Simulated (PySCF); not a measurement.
**SeF₄: fields on a plane**

All numbers come from PBE in PySCF with Se def2-TZVP, F def2-TZVP; no relativity; density-fitted integrals.

The singlet minimum has Se–F 1.729 Å (×2), Se–F 1.811 Å (×2); F–Se–F 87.1° (×4), F–Se–F 100.0°, F–Se–F 171.1°.

The plane holds Se1 at (0.00, 0.00), F2 at (1.81, 0.00), F3 at (-1.79, 0.28) Å. Columns run from x = -3.75 to 4.05 Å, rows from y = 2.55 (top) to -1.95 Å, in steps of 0.3 Å. Other isomers or separated fragments may lie lower.

Problem. Give the electrostatic potential (V) (cut at 20 V). Every second row and column.

Solution. 
```
-0.3 -0.3 -0.4 -0.3 -0.1  0.0  0.2  0.1  0.0 -0.1 -0.2 -0.3 -0.2 -0.2
-0.3 -0.5 -0.6 -0.5  0.0  0.7  1.2  1.1  0.5 -0.1 -0.4 -0.4 -0.3 -0.3
-0.4 -0.7 -0.8 -0.2  0.9  3.6  6.5  5.4  2.2  0.2 -0.6 -0.7 -0.5 -0.3
-0.5 -0.7  1.5 20.0 13.5 14.4 20.0 20.0  7.4  5.4  1.6 -0.7 -0.6 -0.4
-0.5 -0.6  4.5 20.0 20.0 20.0 20.0 20.0 17.2 20.0 20.0  0.1 -0.6 -0.4
-0.4 -0.6  0.0  5.3  6.5 20.0 20.0 20.0 11.7 20.0 12.0 -0.2 -0.6 -0.4
-0.2 -0.3 -0.3  0.3  2.2  6.4 11.7  9.5  3.8  1.0 -0.2 -0.5 -0.4 -0.3
-0.1  0.0  0.1  0.5  1.2  2.2  2.8  2.6  1.6  0.5 -0.1 -0.2 -0.2 -0.2
```

Problem. Give the highest occupied orbital (Å^-3/2) at -8.74 eV (cut at ±0.3; overall sign arbitrary). Lower edges of the bins (Å^-3/2): '0' -0.300, '1' -0.240, '2' -0.180, '3' -0.120, '4' -0.060, '5' 0.000, '6' 0.060, '7' 0.120, '8' 0.180, '9' 0.240; top 0.30.

Solution. 
```
555555555555555555555555555
555555555555555555555555555
555555555555555555555555555
555556655555555555555555555
555566766555555555566555555
555678986555555555677665555
555689995445555445799765555
555699980245555434999976555
555679500146556420299976555
555554000267007510059865555
555543101479889620005655555
555444333589999641024555555
554444444579998653334455555
544444445567887654444445555
544444455566666554444444555
544444555555655555444444555
```
